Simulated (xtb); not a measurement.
C2H6FNSi2, SMILES N[Si@@H]1C=C[Si@@H]1F. All values are semi-empirical tight-binding results from xtb (GFN2-xTB unless named), good for trends rather than for accurate numbers. Coordinates come from a GFN2-xTB optimisation. The structure was generated by enumeration; whether it is a known compound was not checked. The values are those of a single conformer.

```yaml
orbital_gap: 3.22 eV
dipole_moment: 1.88 D
zero_point_energy: 47.6 kcal/mol
G − E(el) at 298.15 K (modified RRHO): 27.0 kcal/mol
static polarisability (D4 model): 85.4 bohr³
solvation energy, GFN2-xTB/ALPB(water): -3.0 kcal/mol
solvation energy, GFN2-xTB/ALPB(chcl3): -4.6 kcal/mol
```
